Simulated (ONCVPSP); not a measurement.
## Before and after: ONCV potential for C (Z = 6)

```
Element                 : carbon (C)
Generator               : ONCVPSP 4.0.1
Type                    : optimised norm-conserving Vanderbilt (ONCV)
Functional              : PBEsol
Relativity              : scalar-relativistic
Frozen core             : [He]
Valence charge          : 4
Reference configuration : 2s1.5 2p2.5
Partial waves           : 2s: rc 1.15 bohr, ncon 3, nbas 7, qcut 4.4 1/bohr, local; 2p: rc 2.15 bohr, ncon 3, nbas 6, qcut 8.2 1/bohr, 2 projectors, debl 2.1 Ha; d scattering state at 0.27 Ha: rc 2.15 bohr, ncon 5, nbas 9, qcut 4 1/bohr, 2 projectors, debl 2.2 Ha
Local potential         : the s channel
Core correction         : Teter function, fcfact 4, rcfact 1.8
```

Change: core correction none.

Cutoffs: the cutoffs (Ha) at which the residual kinetic energy of the hardest occupied pseudo-wave falls to 1 and 0.1 mHa per electron; they do not see the model core or the augmentation charge, which bear on the density cutoff. Errors are all-electron minus pseudo energies relative to the spin-unpolarised reference configuration.

Predict the effect on cutoff, ghosts and configuration errors.

The potential gets neither clearly harder nor softer (55 Ha and 112 Ha → 55 Ha and 112 Ha); of the 4 tests that both files solve, the error grows in 2 and shrinks in 1 by more than 15 % and 0.3 meV (median size 27.2 → 32.6 meV); neither file shows a bound ghost.

| quantity | base | changed |
| --- | --- | --- |
| cutoff, loose | 55 Ha | 55 Ha |
| cutoff, tight | 112 Ha | 112 Ha |
| bound ghosts | none | none |
| GHOST(+) flags under 300 eV | none | none |
| error for 2s2 2p2, meV [ΔE -4.21 eV] | -1.0 | +0.9 |
| error for 2s2 2p1, meV [ΔE 6.58 eV] | +53 | +64 |
| error for 2s2 2p0, meV [ΔE 30.60 eV] | +337 | +400 |
| error for 2s1 2p2, meV [ΔE 15.29 eV] | +0.5 | +0.1 |
| s: phases at 1.16 bohr within 0.05 rad from the reference energy up to (Ha; the scan ends near 5) | 2.8 | 2.8 |
| p: phases at 2.18 bohr within 0.05 rad from the reference energy up to (Ha; the scan ends near 5) | to the end of the scan | to the end of the scan |
| d: phases at 2.18 bohr within 0.05 rad from the reference energy up to (Ha; the scan ends near 5) | to the end of the scan | to the end of the scan |
